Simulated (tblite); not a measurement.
Species: C8H11N.
Structure used (GFN2-xTB), in Å, numbered top down from 1:
```xyz
20
C8H11N angstrom
C      2.7071    1.2777   -1.5450
C      2.2306    0.6477   -0.6459
C      1.6110   -0.1267    0.4100
C      0.2110   -0.6210    0.0057
C     -0.3414   -1.5581    1.0758
C     -0.7151    0.5901   -0.2444
C     -2.0761    0.2011   -0.8311
C     -0.9167    1.3277    0.9810
N     -1.0809    1.9023    1.9560
H      3.1465    1.8340   -2.3181
H      2.2505   -0.9852    0.6356
H      1.5368    0.4896    1.3115
H      0.2980   -1.1683   -0.9404
H     -1.2865   -1.9945    0.7627
H      0.3581   -2.3710    1.2598
H     -0.4991   -1.0207    2.0090
H     -0.2024    1.2606   -0.9476
H     -2.6653   -0.3623   -0.1115
H     -1.9351   -0.4054   -1.7232
H     -2.6363    1.0932   -1.1029
```

Calculated harmonic vibrations of the isolated species, GFN2-xTB (tblite), most abundant isotopes, no scaling. Errors from tens to a few hundred cm⁻¹ against measured bands are possible. One conformer, not necessarily the lowest.

Harmonic wavenumbers (cm⁻¹): 42.5, 84.4, 129.7, 142.5, 179.8, 197.3, 235.4, 255.9, 303.5, 317.5, 362.9, 421.7, 485.3, 561.2, 608.4, 643.5, 668.6, 787.7, 907.7, 917.9, 953.4, 1014.9, 1030.9, 1043.3, 1091.0, 1095.6, 1125.9, 1155.9, 1182.7, 1261.9, 1273.5, 1281.3, 1331.6, 1340.5, 1408.7, 1419.0, 1448.5, 1489.0, 1495.1, 1499.1, 1512.1, 2295.3, 2407.2, 2904.5, 2925.3, 2947.5, 2961.5, 3031.2, 3034.4, 3035.7, 3037.7, 3045.4, 3048.8, 3397.8.

A = 2064, B = 1143, C = 1065 MHz; mass 121.089 u (most abundant isotopes); point group C1, symmetry number 1.

Question: What is the zero-point energy?

Answer: ½Σν̃ = 36390 cm⁻¹ = 104.04 kcal/mol.

Question: Give the ideal-gas entropy at 298.15 K and 1 bar in the rigid-rotor, harmonic-oscillator model (classical rotation).

Answer: Translation 40.31, rotation 29.24, vibration 31.12: S = 100.7 cal/(mol K).

Question: And Cp and H(298.15 K) − H(0)?

Answer: Cp = 40.23 cal/(mol K), of which vibrations give 32.29 (their classical limit is 54 R = 107.3); H(298.15 K) − H(0) = 7.34 kcal/mol without the zero-point energy, 4.97 from vibrations.

Question: How do the functions run with temperature in this model?

Answer: 
```tsv
T (K)	S (cal/(mol K))	Cp (cal/(mol K))	H − H(0) (kcal/mol)	G − H(0) (kcal/mol)	ln q(vib)
100	69.4	19.9	1.32	-5.62	1.67
200	86.7	30.6	3.87	-13.47	4.48
300	100.9	40.4	7.41	-22.86	7.32
500	126.0	58.5	17.38	-45.61	12.83
800	157.8	76.9	37.91	-88.33	20.62
1000	175.9	85.1	54.15	-121.74	25.42
```

q(vib) and H(0) count from the zero-point level.

Question: Which modes carry the vibrational entropy at 298.15 K?

Answer: 42.5 cm⁻¹: 5.14; 84.4 cm⁻¹: 3.79; 129.7 cm⁻¹: 2.95; 142.5 cm⁻¹: 2.77; 179.8 cm⁻¹: 2.33; 197.3 cm⁻¹: 2.16 cal/(mol K); the other 48 give 11.98 together.

Hindered rotation and anharmonicity are outside this model. Other conformers, if any are populated, would add a mixing term that is left out. The structure is chiral; the term R ln 2 for an equal mix with its mirror image is left out.
